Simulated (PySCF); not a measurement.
`Clc1cccc2n[se]nc12`, C₆H₃ClN₂Se

Geometry:
```json
{"atom": "Cl1", "x (Å)": "-0.093", "y (Å)": "3.612", "z (Å)": "0.009"}
{"atom": "C2", "x (Å)": "-0.102", "y (Å)": "1.896", "z (Å)": "0.118"}
{"atom": "C3", "x (Å)": "-1.269", "y (Å)": "1.187", "z (Å)": "0.192"}
{"atom": "C4", "x (Å)": "-1.265", "y (Å)": "-0.239", "z (Å)": "0.282"}
{"atom": "C5", "x (Å)": "-0.106", "y (Å)": "-0.963", "z (Å)": "0.300"}
{"atom": "C6", "x (Å)": "1.137", "y (Å)": "-0.264", "z (Å)": "0.226"}
{"atom": "N7", "x (Å)": "2.327", "y (Å)": "-0.845", "z (Å)": "0.235"}
{"atom": "Se8", "x (Å)": "3.533", "y (Å)": "0.453", "z (Å)": "0.121"}
{"atom": "N9", "x (Å)": "2.340", "y (Å)": "1.766", "z (Å)": "0.065"}
{"atom": "C10", "x (Å)": "1.151", "y (Å)": "1.196", "z (Å)": "0.131"}
{"atom": "H11", "x (Å)": "-2.217", "y (Å)": "1.727", "z (Å)": "0.181"}
{"atom": "H12", "x (Å)": "-2.227", "y (Å)": "-0.753", "z (Å)": "0.338"}
{"atom": "H13", "x (Å)": "-0.098", "y (Å)": "-2.051", "z (Å)": "0.369"}
```

Theory: PySCF 2.14.0, quadratic response CAM-B3LYP/aug-cc-pVDZ first hyperpolarisability, Taylor convention, gas phase. Geometry: PBE0-D3(BJ)/def2-SVP.

The calculation is non-relativistic, which matters for the atoms heavier than Zn.

Give the tensor of the static β(0;0,0) in the axes of these coordinates.

In au, Taylor convention; rows are the first index (the induced dipole):
|  | xx | yy | zz | xy | xz | yz |
| --- | --- | --- | --- | --- | --- | --- |
| x | -67.4 | +25.7 | -43.4 | -0.9 | -0.4 | -3.9 |
| y | -0.9 | +198.5 | +22.0 | +25.7 | -3.9 | -10.6 |
| z | -0.4 | -10.6 | -0.9 | -3.9 | -43.4 | +22.0 |

Norm of βᵢ = ⅓ Σⱼ (βᵢⱼⱼ + βⱼᵢⱼ + βⱼⱼᵢ): 235.8 au, hyper-Rayleigh value 96.6 au.
